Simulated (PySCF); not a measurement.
Geometries of 2 isomers of C3H5AlF2, from PBE0-D3(BJ)/def2-SVP geometry optimisation, gas phase (PySCF). One conformer each, no zero-point energy, no frequencies.

Question: Which is lower in electronic energy at this level?
A.
```xyz
11
angstrom
C     -1.626    0.151    0.606
C     -0.879   -0.635   -0.173
C      0.607   -0.533   -0.369
Al     1.495    0.699    0.839
F      2.876    0.265    1.648
F      0.942    2.239    1.127
H     -2.706    0.007    0.691
H     -1.197    0.989    1.170
H     -1.383   -1.436   -0.731
H      0.833   -0.246   -1.414
H      1.079   -1.524   -0.249
```
B.
```xyz
11
angstrom
F     -0.091    1.515    0.679
C     -1.249    0.768    0.525
C     -1.094   -0.448   -0.001
F     -2.188   -1.191   -0.168
C      0.216   -0.994   -0.397
Al     1.559    0.467   -0.104
H     -2.139    1.292    0.864
H      0.429   -1.895    0.206
H      0.167   -1.319   -1.451
H      2.492    0.395    1.181
H      1.933    1.383   -1.350
```

Answer: A. That is `[F][Al]([F])[CH2]C=C`, 104.3 kcal/mol below the other.

```tsv
SMILES	atoms numbered as above	E (Eh)	relative (kcal/mol)	relative (kJ/mol)	dipole (D)
C=C[CH2][Al]([F])[F]	[CH2:1]=[CH:2][CH2:3][Al:4]([F:5])[F:6]	-558.81097	0.0	0.0	2.35
F/C=C(/F)[CH2][AlH2]	[F:1]/[CH:2]=[C:3](/[F:4])[CH2:5][AlH2:6]	-558.64483	104.3	436.2	1.43
```
